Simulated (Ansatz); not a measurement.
## Molecular dynamics of C2H3Cl2NSi

input.yaml

```yaml
crystal:
  periodic: [false, false, false]
  atoms:
    - { symbol: "N", position_ang: [-0.541874, -1.633943, 0.599297] }
    - { symbol: Si, position_ang: [0.340591, -0.130102, 0.359355] }
    - { symbol: Cl, position_ang: [1.932303, -0.110987, 1.752466] }
    - { symbol: C, position_ang: [0.335496, 0.867121, -1.166584] }
    - { symbol: C, position_ang: [-0.423776, 1.415567, -0.175317] }
    - { symbol: Cl, position_ang: [-1.443757, 2.889338, -0.043118] }
    - { symbol: H, position_ang: [-0.734509, -2.127193, -0.3156] }
    - { symbol: H, position_ang: [0.016807, -2.31444, 1.183203] }
    - { symbol: H, position_ang: [0.607318, 1.098239, -2.2109] }
basis:
  gaussian: { orbitals: STO-3G }
hamiltonian:
  xc: pbe
  dispersion: d4
md:
  timestep: 0.25
  n_steps: 600
  ensemble: nvt_langevin
  temperature: 700.0
  initial_velocities: maxwell_boltzmann
  seed: 768182
  friction: 0.02
  temperature_schedule:
    - { n_steps: 150, end_temperature: 700.0 }
    - { n_steps: 450, end_temperature: 175.0 }
scf:
  lower_state_search: "off"
```

Launched with:

```bash
$ ansatz run input.yaml --threads 1 --pin off --max-ram 2048MiB --backend cpu --events-out ev --progress --plain --runs-dir out
```

It starts from a relaxed structure.

Output, in part (step lines, the closing report, with atoms numbered from 0):

```
md step     0: t =     0.00 fs  T =   622.2 K (target 700.0 K)  F+E_penalty+E_count = -36106.40581009 eV  E_kin = 0.723856 eV  (15 SCF iters)
md step     1: t =     0.25 fs  T =   614.1 K (target 700.0 K)  F+E_penalty+E_count = -36106.40088291 eV  E_kin = 0.714440 eV  (21 SCF iters)
md step     2: t =     0.50 fs  T =   621.3 K (target 700.0 K)  F+E_penalty+E_count = -36106.38651908 eV  E_kin = 0.722792 eV  (20 SCF iters)
md step     3: t =     0.75 fs  T =   580.8 K (target 700.0 K)  F+E_penalty+E_count = -36106.36415115 eV  E_kin = 0.675618 eV  (20 SCF iters)
md step     4: t =     1.00 fs  T =   585.4 K (target 700.0 K)  F+E_penalty+E_count = -36106.33542946 eV  E_kin = 0.681054 eV  (20 SCF iters)
md step     5: t =     1.25 fs  T =   538.4 K (target 700.0 K)  F+E_penalty+E_count = -36106.30228097 eV  E_kin = 0.626390 eV  (21 SCF iters)
md step     6: t =     1.50 fs  T =   498.5 K (target 700.0 K)  F+E_penalty+E_count = -36106.26673190 eV  E_kin = 0.579871 eV  (21 SCF iters)
md step     7: t =     1.75 fs  T =   495.2 K (target 700.0 K)  F+E_penalty+E_count = -36106.22878679 eV  E_kin = 0.576113 eV  (21 SCF iters)
[... lines left out ...]
md step   597: t =   149.25 fs  T =   467.6 K (target 179.1 K)  F+E_penalty+E_count = -36106.16845643 eV  E_kin = 0.543994 eV  (14 SCF iters)
md step   598: t =   149.50 fs  T =   452.5 K (target 177.9 K)  F+E_penalty+E_count = -36106.15832126 eV  E_kin = 0.526383 eV  (14 SCF iters)
md step   599: t =   149.75 fs  T =   440.8 K (target 176.7 K)  F+E_penalty+E_count = -36106.15066004 eV  E_kin = 0.512778 eV  (14 SCF iters)
md step   600: t =   150.00 fs  T =   445.9 K (target 175.6 K)  F+E_penalty+E_count = -36106.14718333 eV  E_kin = 0.518744 eV  (14 SCF iters)
Total energy: -36106.14720924 eV, -1326.8764363138 hartree
Atom 0 at    -0.344110    -1.818395     0.132654 Å, force     1.248782    -0.848127     2.595491 eV/Å
Atom 1 at     0.309872    -0.248451     0.293402 Å, force     0.118725     2.378124    -0.138383 eV/Å
Atom 2 at     1.672593    -0.174749     1.940365 Å, force    -0.348594    -0.229381    -0.489392 eV/Å
Atom 3 at     0.447669     0.957296    -1.110304 Å, force    -1.786093    -0.247375     1.012138 eV/Å
Atom 4 at    -0.550499     1.335783    -0.202866 Å, force     2.032808    -0.932617    -0.504418 eV/Å
Atom 5 at    -1.586216     2.811723    -0.025075 Å, force    -0.014285    -0.252828    -0.176276 eV/Å
Atom 6 at    -1.036310    -1.857596    -0.595914 Å, force    -1.737552    -0.511751    -1.430705 eV/Å
Atom 7 at    -0.658617    -2.323989     1.031456 Å, force     0.260820     0.589488    -1.295175 eV/Å
Atom 8 at     0.767779     1.265067    -2.131815 Å, force     0.225389     0.054468     0.426720 eV/Å
Dipole moment:    -0.293252    -0.618594    -0.351963 e Å
```

The steps, from the saved trajectory:

```json
{"time (fs)": "0.0", "T (K)": "622", "potential energy less start (eV)": "0.000"}
{"time (fs)": "5.0", "T (K)": "433", "potential energy less start (eV)": "0.466"}
{"time (fs)": "10.0", "T (K)": "585", "potential energy less start (eV)": "0.231"}
{"time (fs)": "15.0", "T (K)": "371", "potential energy less start (eV)": "0.416"}
{"time (fs)": "20.0", "T (K)": "416", "potential energy less start (eV)": "0.317"}
{"time (fs)": "25.0", "T (K)": "309", "potential energy less start (eV)": "0.519"}
{"time (fs)": "30.0", "T (K)": "426", "potential energy less start (eV)": "0.502"}
{"time (fs)": "35.0", "T (K)": "501", "potential energy less start (eV)": "0.536"}
{"time (fs)": "40.0", "T (K)": "415", "potential energy less start (eV)": "0.421"}
{"time (fs)": "45.0", "T (K)": "475", "potential energy less start (eV)": "0.364"}
{"time (fs)": "50.0", "T (K)": "481", "potential energy less start (eV)": "0.378"}
{"time (fs)": "55.0", "T (K)": "390", "potential energy less start (eV)": "0.433"}
{"time (fs)": "60.0", "T (K)": "388", "potential energy less start (eV)": "0.530"}
{"time (fs)": "65.0", "T (K)": "419", "potential energy less start (eV)": "0.425"}
{"time (fs)": "70.0", "T (K)": "445", "potential energy less start (eV)": "0.470"}
{"time (fs)": "75.0", "T (K)": "364", "potential energy less start (eV)": "0.441"}
{"time (fs)": "80.0", "T (K)": "406", "potential energy less start (eV)": "0.396"}
{"time (fs)": "85.0", "T (K)": "468", "potential energy less start (eV)": "0.303"}
{"time (fs)": "90.0", "T (K)": "479", "potential energy less start (eV)": "0.270"}
{"time (fs)": "95.0", "T (K)": "553", "potential energy less start (eV)": "0.235"}
{"time (fs)": "100.0", "T (K)": "499", "potential energy less start (eV)": "0.348"}
{"time (fs)": "105.0", "T (K)": "578", "potential energy less start (eV)": "0.303"}
{"time (fs)": "110.0", "T (K)": "557", "potential energy less start (eV)": "0.468"}
{"time (fs)": "115.0", "T (K)": "422", "potential energy less start (eV)": "0.584"}
{"time (fs)": "120.0", "T (K)": "369", "potential energy less start (eV)": "0.565"}
{"time (fs)": "125.0", "T (K)": "361", "potential energy less start (eV)": "0.428"}
{"time (fs)": "130.0", "T (K)": "397", "potential energy less start (eV)": "0.442"}
{"time (fs)": "135.0", "T (K)": "483", "potential energy less start (eV)": "0.324"}
{"time (fs)": "140.0", "T (K)": "450", "potential energy less start (eV)": "0.262"}
{"time (fs)": "145.0", "T (K)": "451", "potential energy less start (eV)": "0.215"}
{"time (fs)": "150.0", "T (K)": "446", "potential energy less start (eV)": "0.259"}
```

All steps were run. The schedule's set-point averaged 350 K over the second half and the system 447 K, so it lags behind the ramp. A run of 0.15 ps of so small a system gives no equilibrium averages. Limits of this set-up: minimal basis.

The same pairs are bonded in the first frame and the last. Pairs count as bonded within 1.25 times the sum of covalent radii (0.12 Å more for H–H).

Last frame:

```xyz
9
Properties=species:S:1:pos:R:3
N -0.344 -1.818 0.133
Si 0.310 -0.248 0.293
Cl 1.673 -0.175 1.940
C 0.448 0.957 -1.110
C -0.550 1.336 -0.203
Cl -1.586 2.812 -0.025
H -1.036 -1.858 -0.596
H -0.659 -2.324 1.032
H 0.768 1.265 -2.132
```

Time of the run: 9.3 min on 1 CPU thread of a shared host.
